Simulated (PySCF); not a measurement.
C4H3BrClF. Atoms are numbered in the order given.

```xyz
10

C      3.1290    -0.6067    -1.0329
C      1.8992    -0.7383    -0.6139
C      0.6610    -0.8651    -0.2044
Cl     0.2080    -1.9838     1.0663
C     -0.4842    -0.0848    -0.7782
F     -0.1192     0.5437    -1.9161
Br    -1.1333     1.2692     0.5225
H      3.5197    -1.2138    -1.8581
H      3.8102     0.1197    -0.5741
H     -1.3581    -0.7258    -0.9602
```
Charge 0, spin multiplicity 1.

Geometry optimised at B3LYP-D3(BJ)/def2-SVP. The structure was generated by enumeration; whether it is a known compound was not checked. The values are those of a single conformer.

All values below come from TDA-PBE0/def2-SVPD run with PySCF.

Vertical excitations. Isolated molecule, no solvent.

```csv
state,energy (eV),λ (nm),f,main pairs
S1,4.72,263,0.004,"HOMO→LUMO 57 %, HOMO→LUMO+1 40 %"
S2,5.43,228,0.017,"HOMO−1→LUMO 64 %, HOMO−1→LUMO+1 21 %"
S3,5.58,222,0.002,"HOMO−2→LUMO 73 %, HOMO−2→LUMO+1 16 %"
S4,5.76,215,0.134,"HOMO→LUMO+1 39 %, HOMO→LUMO 25 %, HOMO−1→LUMO 15 %"
S5,5.88,211,0.004,"HOMO−3→LUMO 53 %, HOMO−3→LUMO+1 25 %"
S6,6.09,204,0.028,"HOMO−1→LUMO+1 40 %, HOMO−2→LUMO+1 36 %, HOMO−1→LUMO 7 %"
S7,6.19,200,0.057,"HOMO−2→LUMO+1 41 %, HOMO−1→LUMO+1 23 %, HOMO−3→LUMO+1 12 %, HOMO−2→LUMO 11 %"
S8,6.70,185,0.004,HOMO−4→LUMO 70 %
S9,6.92,179,0.039,"HOMO−4→LUMO+1 50 %, HOMO−4→LUMO 21 %, HOMO→LUMO+2 10 %, HOMO−3→LUMO+1 9 %"
S10,7.04,176,0.003,"HOMO→LUMO+2 39 %, HOMO−4→LUMO+1 29 %, HOMO−3→LUMO 7 %"
T1,3.95,314,0,"HOMO→LUMO 52 %, HOMO→LUMO+1 23 %, HOMO→LUMO+2 9 %"
T2,4.25,292,0,"HOMO→LUMO 26 %, HOMO−3→LUMO+1 24 %, HOMO−3→LUMO 22 %, HOMO→LUMO+1 9 %"
T3,4.32,287,0,"HOMO→LUMO+1 57 %, HOMO→LUMO 11 %, HOMO−3→LUMO 9 %"
T4,4.87,255,0,"HOMO−1→LUMO 55 %, HOMO−1→LUMO+1 27 %"
```
Triplets are in the Tamm–Dancoff approximation.
